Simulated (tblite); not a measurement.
Parent: `[CH3:1][O:2][SiH2:3][O:4][CH2:5][C:6](=[O:7])[O:8][SiH3:9]` with C1–O2–Si3–O4 176°, O2–Si3–O4–C5 169°, Si3–O4–C5–C6 13°, O4–C5–C6–O7 180°, C5–C6–O8–Si9 180°, C3H10O4Si2.

The geometries are computed with GFN2-xTB (gas phase). One conformer each, not checked by frequencies here.

| coordinate of the parent | value |
| --- | --- |
| C1–O2 | 1.388 Å |
| O2–Si3 | 1.619 Å |
| Si3–O4 | 1.615 Å |
| O4–C5 | 1.371 Å |
| C5–C6 | 1.512 Å |
| C6=O7 | 1.206 Å |
| C6–O8 | 1.311 Å |
| O8–Si9 | 1.680 Å |
| C1–O2–Si3 | 125.4° |
| O2–Si3–O4 | 96.0° |
| Si3–O4–C5 | 131.3° |
| O4–C5–C6 | 116.8° |
| C5–C6–O7 | 122.5° |
| C5–C6–O8 | 115.3° |
| O7–C6–O8 | 122.2° |
| C6–O8–Si9 | 118.9° |

Q: How does the shared frame change in `[CH3:1][O:2][Si@@H:3]([NH2:4])[O:5][CH2:6][C:7](=[O:8])[O:9][SiH3:10]` with C1–O2–Si3–N4 62°, O2–Si3–N4–H -177° and 49°, O2–Si3–O5–C6 40°, Si3–O5–C6–C7 36°, O5–C6–C7–O8 2°, C3H11NO4Si2? Atoms pair as C1 = C1, O2 = O2, Si3 = Si3, O4 = O5, C5 = C6, C6 = C7, O7 = O8, O8 = O9, Si9 = Si10 (parent first).

A: 
| parent | relative | value in the relative | change |
| --- | --- | --- | --- |
| C1–O2 | C1–O2 | 1.397 Å | +0.009 |
| O2–Si3 | O2–Si3 | 1.627 Å | +0.008 |
| Si3–O4 | Si3–O5 | 1.637 Å | +0.022 |
| O4–C5 | O5–C6 | 1.380 Å | +0.009 |
| C5–C6 | C6–C7 | 1.508 Å | -0.004 |
| C6=O7 | C7=O8 | 1.202 Å | -0.004 |
| C6–O8 | C7–O9 | 1.318 Å | +0.007 |
| O8–Si9 | O9–Si10 | 1.673 Å | -0.007 |
| C1–O2–Si3 | C1–O2–Si3 | 126.1° | +0.7 |
| O2–Si3–O4 | O2–Si3–O5 | 104.7° | +8.7 |
| Si3–O4–C5 | Si3–O5–C6 | 126.4° | -4.9 |
| O4–C5–C6 | O5–C6–C7 | 113.4° | -3.4 |
| C5–C6–O7 | C6–C7–O8 | 124.4° | +1.9 |
| C5–C6–O8 | C6–C7–O9 | 113.2° | -2.1 |
| O7–C6–O8 | O8–C7–O9 | 122.4° | +0.2 |
| C6–O8–Si9 | C7–O9–Si10 | 118.8° | -0.1 |

Of the parent's bonds, Si3–O4 changes most (+0.022 Å). Bonds of the relative outside the shared frame: Si3–N4 1.727 Å.

Q: How does the shared frame change in `[CH3:1][O:2][SiH2:3][O:4][CH2:5][C:6](=[O:7])[O:8][CH3:9]` with C1–O2–Si3–O4 65°, O2–Si3–O4–C5 56°, Si3–O4–C5–C6 -76°, O4–C5–C6–O7 -10°, C5–C6–O8–C9 179°, C4H10O4Si? Atoms pair as C1 = C1, O2 = O2, Si3 = Si3, O4 = O4, C5 = C5, C6 = C6, O7 = O8, O8 = O7 (parent first).

A: 
```csv
parent,relative,value in the relative,change
C1–O2,C1–O2,1.401 Å,+0.013
O2–Si3,O2–Si3,1.614 Å,-0.005
Si3–O4,Si3–O4,1.633 Å,+0.018
O4–C5,O4–C5,1.383 Å,+0.012
C5–C6,C5–C6,1.520 Å,+0.008
C6=O7,C6–O8,1.336 Å,+0.130
C6–O8,C6=O7,1.200 Å,-0.111
C1–O2–Si3,C1–O2–Si3,132.1°,+6.7
O2–Si3–O4,O2–Si3–O4,119.7°,+23.7
Si3–O4–C5,Si3–O4–C5,129.3°,-2.0
O4–C5–C6,O4–C5–C6,112.5°,-4.3
C5–C6–O7,C5–C6–O8,110.5°,-12.0
C5–C6–O8,C5–C6–O7,125.5°,+10.2
O7–C6–O8,O8–C6–O7,124.0°,+1.8
```

Of the parent's bonds, C6–O7 changes most (+0.130 Å). Bonds of the relative outside the shared frame: O8–C9 1.424 Å.
